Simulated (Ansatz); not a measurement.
`C#C[Si](F)(F)[GaH2]` → `F[Si]F` + `C#[C][GaH2]` at 700 K and 1 bar (silylene formation by 1,1-elimination).

Gas-phase electronic energies from Ansatz, PBE0-D4/def2-TZVP geometries. CCSD(T)/CBS adds triple-zeta CCSD(T) − MP2 to the extrapolated MP2 energy (def2 sets, frozen cores). This one scheme is used for every species. For Ga outer-core shells are correlated without core-valence functions, which leaves a few kJ/mol of doubt a bond. Scalar relativity is left out up to krypton.

```tsv
species	CCSD(T)/CBS energy (Eh)	H − E (kJ/mol)	S (J/(mol·K))
`C#C[Si](F)(F)[GaH2]`	-2490.57883	190.1	529.9
`F[Si]F`	-488.75686	43.9	299.4
`C#[C][GaH2]`	-2001.76834	133.6	358.1
```

H − E and S are ideal-gas, rigid-rotor, harmonic terms from PBE0-D4/def2-TZVP. 1 Eh = 2625.50 kJ/mol, R = 8.31446 J/(mol·K).

Q: By hand: ΔE, ΔH, ΔS and ΔG.

A: ΔE = (-488.75686) + (-2001.76834) − (-2490.57883) = 0.05363 Eh = 140.8 kJ/mol. Δ(H − E) = 43.9 + 133.6 − 190.1 = -12.6, so ΔH = 128.2 kJ/mol. ΔS = 299.4 + 358.1 − 529.9 = 127.6 J/(mol·K). ΔG = 128.2 − 700 × (127.6)/1000 = 38.9 kJ/mol.

Q: By hand: the equilibrium constant, and the temperature at which ΔG would vanish if ΔH and ΔS stayed fixed.

A: log₁₀ K = −ΔG/(RT ln 10) = -2.9. ΔG = 0 at ΔH/ΔS = 1005 K.

The number of gas molecules changes by +1, which sets the sign of ΔS. A doubt of 5 kJ/mol in ΔE shifts log₁₀ K by 0.4 here. Modes under 60 cm⁻¹, often nearly free rotors, make the harmonic entropy too high. These are equilibria of isolated gas molecules and say nothing of rates. Largest T1 diagnostic: 0.015 (customary marks: 0.02 for closed shells, 0.045 for open ones).
